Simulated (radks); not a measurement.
Sn, 50 electrons, occupied as [Kr] 4d10 5s2 5p2.

Calculated with a radial shooting solver on a logarithmic mesh with Libxc functionals: scalar-relativistic Kohn-Sham, LDA (Slater exchange, Perdew-Wang correlation), spin-polarised, spherical densities, finite nucleus; open shells are filled with parallel spins first (spin-orbit coupling, left out, can overturn this in heavy ions); Fermi nuclear charge, rms radius 4.6519 fm; hard spherical wall at 3 bohr.

Energy parts (eV):
| part | energy |
|---|---|
| total | -167878.810 |
| kinetic | 175532.472 |
| electron-nucleus | -407268.892 |
| Hartree | 68221.882 |
| exchange-correlation | -4364.272 |

Orbitals (lengths in bohr, moments of r in powers of bohr; r(max) is where P^2 peaks; r(90%) holds 90 % of the orbital's charge):
| orbital | occ. | eigenvalue (eV) | r(90%) | <r^4> | <1/r> | r(max) |
|---|---|---|---|---|---|---|
| 1s up | 1 | -28958.39 | 0.0522 | 3.417e-06 | 53.03 | 0.01880 |
| 1s down | 1 | -28958.24 | 0.0522 | 3.417e-06 | 53.03 | 0.01880 |
| 2s up | 1 | -4356.529 | 0.194 | 0.0005944 | 12.10 | 0.1062 |
| 2s down | 1 | -4356.447 | 0.194 | 0.0005944 | 12.10 | 0.1062 |
| 2p up | 3 | -3911.437 | 0.178 | 0.0004269 | 11.64 | 0.08496 |
| 2p down | 3 | -3911.316 | 0.178 | 0.0004269 | 11.64 | 0.08496 |
| 3s up | 1 | -825.2890 | 0.500 | 0.02668 | 4.293 | 0.3080 |
| 3s down | 1 | -825.1493 | 0.500 | 0.02667 | 4.293 | 0.3080 |
| 3p up | 3 | -679.8226 | 0.508 | 0.02820 | 4.090 | 0.3012 |
| 3p down | 3 | -679.6706 | 0.508 | 0.02819 | 4.090 | 0.3012 |
| 3d up | 5 | -455.1008 | 0.497 | 0.02566 | 3.862 | 0.2508 |
| 3d down | 5 | -454.9568 | 0.497 | 0.02565 | 3.862 | 0.2508 |
| 4s up | 1 | -116.6765 | 1.19 | 0.8829 | 1.692 | 0.7461 |
| 4s down | 1 | -116.3703 | 1.19 | 0.8789 | 1.692 | 0.7463 |
| 4p up | 3 | -72.8857 | 1.32 | 1.311 | 1.529 | 0.7897 |
| 4p down | 3 | -72.5501 | 1.32 | 1.296 | 1.531 | 0.7899 |
| 4d up | 5 | -10.0410 | 1.72 | 3.378 | 1.201 | 0.8954 |
| 4d down | 5 | -9.4822 | 1.71 | 3.265 | 1.209 | 0.8942 |
| 4f up | 0 | 43.6899 | 2.35 | 12.30 | 0.6966 | 1.788 |
| 4f down | 0 | 45.0529 | 2.34 | 11.97 | 0.7063 | 1.758 |
| 5s up | 1 | 8.9096 | 2.38 | 14.49 | 0.7238 | 1.824 |
| 5s down | 1 | 10.5827 | 2.37 | 14.38 | 0.7274 | 1.816 |
| 5p up | 2 | 22.2101 | 2.44 | 16.44 | 0.7130 | 1.948 |
| 5p down | 0 | 23.9523 | 2.43 | 16.37 | 0.7144 | 1.943 |
| 5d up | 0 | 46.9766 | 2.50 | 18.24 | 0.7792 | 2.125 |
| 5d down | 0 | 48.6185 | 2.50 | 18.29 | 0.7737 | 2.122 |
| 6s up | 0 | 89.4002 | 2.61 | 19.69 | 0.8409 | 2.414 |
| 6s down | 0 | 90.6052 | 2.61 | 19.77 | 0.8402 | 2.413 |

The highest occupied level is 5p up at 22.210 eV. Summed over all electrons, <r^2> = 37.70 bohr^2, which gives a Langevin (diamagnetic) susceptibility term of -29.9 x 10^-6 cm^3/mol. The pressure on the wall is 972 GPa. The spin density at the nucleus is -1.478 e/bohr^3 (1s -0.437, 2s 0.097, 3s -0.019, 4s 0.043, 5s -1.162).
